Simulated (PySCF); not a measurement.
## Calculated properties of `FC(F)(COC(C)C)F`

Species: C5H9F3O.
Cartesian coordinates in Å at the GFN2-xTB level; atoms count from 1:
```xyz
18
C5H9F3O angstrom
C     -1.807   -0.214    1.347
C     -0.659    0.234    0.446
C     -1.143    1.194   -0.636
O     -0.106   -0.945   -0.167
C      1.259   -1.143   -0.051
C      2.106   -0.215   -0.936
F      1.674   -0.154   -2.197
F      2.149    1.048   -0.480
F      3.380   -0.642   -0.977
H     -2.272    0.648    1.815
H     -2.547   -0.744    0.754
H     -1.441   -0.884    2.122
H      0.112    0.722    1.056
H     -1.877    0.694   -1.262
H     -1.598    2.069   -0.179
H     -0.319    1.521   -1.264
H      1.625   -1.017    0.980
H      1.456   -2.166   -0.385
```

Some functional groups and rings: ether, CF3 group and C–F bond.

From GFN2-xTB geometry:

* Point group of the GFN2-xTB geometry: C1
* Rotational constants A, B, C of the GFN2-xTB geometry: 3.117, 0.951, 0.879 GHz

**PBE0/pcSseg-1 ground state and GIAO shieldings, non-relativistic (PySCF)**

- Dipole moment: 2.05 D
- HOMO energy: -7.91 eV
- LUMO energy: 1.34 eV
- HOMO–LUMO gap: 9.25 eV
- Lowest Hirshfeld atomic charge: -0.13 e on C1/C3/O4
- Highest Hirshfeld atomic charge: +0.25 e on C6
- 13C chemical shifts (computed TMS as zero) by class: 134.1 (C6), 79.8 (C2), 73.2 (C5), 25.3 (C1/C3) ppm
- 1H chemical shifts (computed TMS as zero) by class: 4.00 (H17/H18), 3.57 (H13), 1.26 (H10/H11/H12/H14/H15/H16) ppm
- Isotropic shieldings of nuclei other than C and H, by class: 283 (O4), 261 (F7/F8/F9) ppm
- Mayer bond orders between heavy atoms: C1–C2 1.04, C2–C3 1.04, C2–O4 0.84, O4–C5 0.99, C5–C6 0.98, C6–F7 1.01, C6–F8 0.97, C6–F9 0.99

Monoisotopic mass from the formula: 142.0605 u.

A dipole of 2.05 D is allowed in C1, and pure rotational transitions are dipole-allowed. In atomic units the dipole is 0.80 e·bohr (1 au = 2.5417 D). With B = h/(8π²I), that is 505.379 GHz u Å² over I, the principal moments of inertia are 162.1, 531.2 and 575.0 u Å² (most abundant isotopes); the inertial defect Ic − Ia − Ib is -118.3 u Å² (zero for a rigid planar frame, negative otherwise). The rotational constants make it an asymmetric top with κ = (2B − A − C)/(A − C) = -0.94, nearer the prolate limit (−1).

The structure is a single GFN2-xTB conformer in the gas phase; no vibrational or solvent corrections. NMR classes are plain means over equivalent atoms (diastereotopic ones count apart unless rotation or inversion swaps them), as if these changed places fast; in this geometry the members of some classes differ.
